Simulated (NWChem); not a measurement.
System: CHF2, doublet; SMILES [CH](F)F

NWChem input:

```
start job
memory heap 200 mb stack 900 mb global 1100 mb
geometry units angstroms noautoz
  F     -0.243387    -0.014181     1.104506
  C      0.489358     0.125926     0.000000
  F     -0.243387    -0.014181    -1.104506
  H      1.425528    -0.473636     0.000000
end
basis spherical
  F library 6-311g**
  C library 6-311g**
  H library 6-311g**
end
dft
  odft
  mult 2
  xc xtpss03 ctpss03
  iterations 150
  mulliken
end
task dft energy
```

In the optimisation the excess spin sits in a' (Cs, its own frame). The geometry was optimised at PBE-D3(BJ)/def2-SVP, spin-unrestricted. No stability test was run on the SCF state.

Task: Give the results of this calculation. (TPSS/6-311G** (spherical d), spin-unrestricted.) Quantities: basis functions; energy (Ha); highest occupied level (eV); lowest empty minus highest occupied level, either spin (eV); dipole (D); <S²>.

Result: 
```json
{
 "number_of_basis_functions": "60",
 "energy (Ha)": "-238.40",
 "highest occupied level (eV)": "-5.23",
 "lowest empty minus highest occupied level, either spin (eV)": "2.77",
 "dipole (D)": "1.28",
 "<S²>": "0.752"
}
```
